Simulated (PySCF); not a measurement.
These 5 structures share the formula C6H14BP. Method used: PBE0-D3(BJ)/def2-SVP geometry optimisation, gas phase in PySCF. One conformer each; no zero-point energy, no entropy. No frequencies were run at this level. Point groups hold within 0.08 Å.

Question: Rank from lowest to highest electronic energy at this level (kJ/mol).
A. `[CH3:1][C@@H:2]1[CH2:3][CH2:4][CH2:5][C@@H:6]1[BH:7][PH2:8]` with C5–C6–B7–P8 -145°, C6–B7–P8–H -138° and -35°, C1–C2–C3–C4 -81°, C2–C3–C4–C5 -23°, C3–C4–C5–C6 -2°, C4–C5–C6–B7 166°
B. `[BH3-:1][P@@H+:2]([CH3:3])[C:4]1=[CH:5][CH2:6][CH2:7][CH2:8]1` with B1–P2–C4–C5 0°, C4–C5–C6–C7 13°, C5–C6–C7–C8 -21°, C6–C7–C8–C4 21°, P2–C4–C8–C7 169°
C. `[BH3-:1][P@H+:2]1[CH2:3][CH2:4][C:5]([CH3:6])=[C:7]1[CH3:8]` with B1–P2–C3–C4 145°, P2–C3–C4–C5 -22°, C3–C4–C5–C6 -165°, B1–P2–C7–C5 -137°
D. `C1[P@+]2([BH3-])C[C@H](C1)CC2`
E. `CC(C)(C)[P+]1([BH3-])C=C1`

Answer: D (0.0), A (61.5), C (67.7), B (90.5), E (255.2).

As drawn, the highest has a three-membered ring, which the lowest lacks. Neighbours under 10 kJ/mol apart (C[C@@H]1CCC[C@@H]1BP and [BH3-][P@H+]1CCC(C)=C1C) can change places with a better method, another conformer or zero-point energy.

| SMILES | E (Eh) | E rel (kJ/mol) | dipole (D) | point group | A, B, C (MHz) |
| --- | --- | --- | --- | --- | --- |
| [BH3-][P@+]12CC[C@H](CC1)C2 | -602.55747 | 0.0 | 5.59 | Cs | 2742, 1624, 1413 |
| C[C@@H]1CCC[C@@H]1BP | -602.53405 | 61.5 | 1.19 | C1 | 3215, 976.6, 845.4 |
| [BH3-][P@H+]1CCC(C)=C1C | -602.53169 | 67.7 | 5.83 | C1 | 2472, 1415, 974.9 |
| [BH3-][P@@H+](C)C1=CCCC1 | -602.52300 | 90.5 | 5.26 | C1 | 3111, 1071, 872.3 |
| [BH3-][P+]1(C(C)(C)C)C=C1 | -602.46027 | 255.2 | 5.22 | C1 | 2185, 1544, 1224 |

Q: As an exercise, what shares would exp(−E/RT) give at 2000 K from these electronic energies alone (no entropy, no degeneracies)?

A: RT = 16.629 kJ/mol: [BH3-][P@+]12CC[C@H](CC1)C2 95.6 %, C[C@@H]1CCC[C@@H]1BP 2.4 %, [BH3-][P@H+]1CCC(C)=C1C 1.6 %, [BH3-][P@@H+](C)C1=CCCC1 0.4 %, [BH3-][P+]1(C(C)(C)C)C=C1 under 0.1 %.
